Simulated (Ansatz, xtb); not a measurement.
# C6H4S2: which of two isomers lies lower

Structure a is `C#Cc1cscc1S`, a singlet and structure b is `C#Cc1cc(S)cs1`, a singlet. Both are isolated molecules in the gas phase, relaxed with B3LYP-D3(BJ)/def2-SVP; the shapes shown needn't be the lowest conformers.

a (Å):

```yaml
atoms:
  - { symbol: C, position_ang: [-3.7699, 0.5882, -1.5052] }
  - { symbol: C, position_ang: [-2.7970, 0.0115, -1.0641] }
  - { symbol: C, position_ang: [-1.6533, -0.6812, -0.5759] }
  - { symbol: C, position_ang: [-1.1092, -0.5128, 0.6832] }
  - { symbol: C, position_ang: [0.1453, -2.1821, -0.6562] }
  - { symbol: C, position_ang: [-0.9152, -1.6577, -1.3523] }
  - { symbol: S, position_ang: [0.2685, -1.5089, 0.9385] }
  - { symbol: S, position_ang: [-1.4206, -2.0475, -3.0032] }
  - { symbol: H, position_ang: [-4.6304, 1.0989, -1.8938] }
  - { symbol: H, position_ang: [-1.4687, 0.1570, 1.4616] }
  - { symbol: H, position_ang: [0.8630, -2.9282, -0.9912] }
  - { symbol: H, position_ang: [-0.4436, -2.9534, -3.2330] }
```

b (Å):

```xyz
12

C    -3.9192   -0.2871   -3.1536
C    -2.9779   -0.6351   -2.4690
C    -1.8742   -1.0456   -1.6851
C    -1.6752   -0.8838   -0.3273
C    -0.4321   -1.4257    0.1204
C     0.2909   -2.0029   -0.9005
S     0.1088   -1.4700    1.8162
S    -0.5284   -1.9005   -2.4148
H    -4.7539    0.0219   -3.7538
H    -2.4005   -0.3995    0.3256
H     0.0382   -0.1357    2.0385
H     1.2695   -2.4740   -0.8282
```

Question: Which of the two would you expect CCSD(T)/def2-SVP + ΔMP2/def2-TZVPP electronic energies to favour?

Answer: CCSD(T)/def2-SVP + ΔMP2/def2-TZVPP gives E(b) − E(a) = +0.012 eV, slightly favouring structure a, which is too small a margin to settle the true order.

The same difference at several levels:

```csv
level,geometry,E(b) − E(a) (eV),departure from the last row (eV),"job, with rough time for the two"
GFN2-xTB,GFN2-xTB,−0.032,−0.044,"optimisation, 0.18 s"
HF/STO-3G,GFN2-xTB,−0.001,−0.013,"single point, 0.6 s"
r2SCAN-D4/def2-SVP,GFN2-xTB,−0.008,−0.021,"single point, 7.5 s"
B3LYP-D3(BJ)/def2-SVP,B3LYP-D3(BJ)/def2-SVP,−0.018,−0.030,"optimisation, 2.2 min"
HF/def2-SVP,B3LYP-D3(BJ)/def2-SVP,−0.047,−0.059,part of the CCSD(T) run
MP2/def2-SVP,B3LYP-D3(BJ)/def2-SVP,−0.024,−0.036,part of the CCSD(T) run
CCSD(T)/def2-SVP,B3LYP-D3(BJ)/def2-SVP,−0.023,−0.036,single point
CCSD(T)/def2-SVP + ΔMP2/def2-TZVPP,B3LYP-D3(BJ)/def2-SVP,+0.012,,"single point, 2 min"
```

As drawn, both hold the same kinds of bond in the same numbers.

The largest departure from CCSD(T)/def2-SVP + ΔMP2/def2-TZVPP is that of HF/def2-SVP, 0.059 eV. The last row adds to CCSD(T) the change of the MP2 difference between the two basis sets, here +0.036 eV.

With thermal terms from frequencies at re-optimised GFN2-xTB minima (ideal gas, soft modes damped towards free rotors, one conformer each, 298.15 K, 1 atm): the zero-point term adds −0.002 eV; ΔH is +0.013 and ΔG +0.005 eV.

The correlated steps freeze 16 core orbitals. Programs: Ansatz 0.2.0, xtb 6.7.1; the last row on 2 threads of Arm Neoverse V2 on a shared host.
